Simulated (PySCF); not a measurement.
HgCl: from constants to spectrum

UHF-CCSD(T) constants of HgCl, ²Σ⁺ (doublet), unpaired electrons σ ↑ (PySCF, scalar-relativistic core potentials, basis sets Hg def2-TZVPP with ECP60, Cl def2-TZVPP; masses 201.9706 and 34.9689 u):

```
ωe              : 281.7 cm⁻¹
ωexe            : 2.02 cm⁻¹
Be              : 0.099143 cm⁻¹
αe              : 0.000679 cm⁻¹
D (centrifugal) : 4.91e-08 cm⁻¹
De to Hg + Cl   : 0.82 eV
```

(1) Give the vibrational terms G(v) and spacings up to v = 6.

(2) How well does the Morse estimate ωe²/(4ωexe) reproduce De, and what is D0?

Correlated steps freeze 5 core orbitals. These are scalar-relativistic numbers at best; spin–orbit coupling would shift them, the dissociation energy most. The state was picked by a PBE0 search and need not be the measured ground state.

## Answers

(1) G(v) = ωe(v+½) − ωexe(v+½)².

```csv
v,G(v) (cm⁻¹),G(v) − G(v−1),Bv (cm⁻¹)
0,140.3,,0.09880
1,418.0,277.7,0.09812
2,691.6,273.6,0.09745
3,961.2,269.6,0.09677
4,1226.7,265.5,0.09609
5,1488.2,261.5,0.09541
6,1745.7,257.5,0.09473
```

(2) It gives 1.22 eV, 148 % of the computed De. D0 = De − G(0) = 0.82 − 0.02 = 0.80 eV.
